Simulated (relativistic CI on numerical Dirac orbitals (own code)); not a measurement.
Slater and spin-orbit integrals, Pt XXI

These numbers are calculated, not measured: Dirac-Coulomb-Breit CI, orbitals from a KLI potential per configuration, model QED, unscaled Slater integrals (own radial code, finite nucleus).

Slater integrals F^k, G^k are unscaled and averaged over j, outside the closed core [Ar] 3d10; ζ comes from projecting the Hamiltonian with its Breit term on Σ l·s of the shell.

- 4s2 4p6 4d10 4f12: F^2(4f,4f) = 218430, F^4(4f,4f) = 140550, F^6(4f,4f) = 102190, ζ(4f) = 8295.8 cm⁻¹; <r>(4f) = 0.4659, <r^2>(4f) = 0.2542 (bohr units).
- 4s2 4p6 4d10 4f11 5s: F^2(4f,4f) = 221200, F^4(4f,4f) = 142460, F^6(4f,4f) = 103610, ζ(4f) = 8523.8, G^3(4f,5s) = 36384 cm⁻¹; <r>(4f) = 0.4611, <r^2>(4f) = 0.2488, <r>(5s) = 0.8207, <r^2>(5s) = 0.7497 (bohr units).
- 4s2 4p6 4d10 4f10 5s2: F^2(4f,4f) = 224170, F^4(4f,4f) = 144510, F^6(4f,4f) = 105150, ζ(4f) = 8754.5 cm⁻¹; <r>(4f) = 0.4561, <r^2>(4f) = 0.2431 (bohr units).

Averages of the first 10 configurations, taken without configuration mixing, which lowers the lowest level and can move excited configurations by several eV; other configurations of the list can lie among them:

```
          Configuration  Parity  States  Average energy above the lowest level (eV)
      4s2 4p6 4d10 4f12    even      91                                         5.7
   4s2 4p6 4d10 4f11 5s     odd     728                                        37.5
  4s2 4p6 4d10 4f10 5s2    even    1001                                        77.6
4s2 4p6 4d10 4f10 5s 5p     odd   12012                                       134.7
   4s2 4p6 4d10 4f11 5p    even    2184                                        97.2
       4s2 4p6 4d9 4f13     odd     140                                       260.3
       4s2 4p6 4d8 4f14    even      45                                       517.0
   4s2 4p6 4d10 4f11 5f    even    5096                                       259.2
   4s2 4p6 4d10 4f11 6s     odd     728                                       258.7
    4s2 4p6 4d9 4f12 5s    even    1820                                       291.2
```
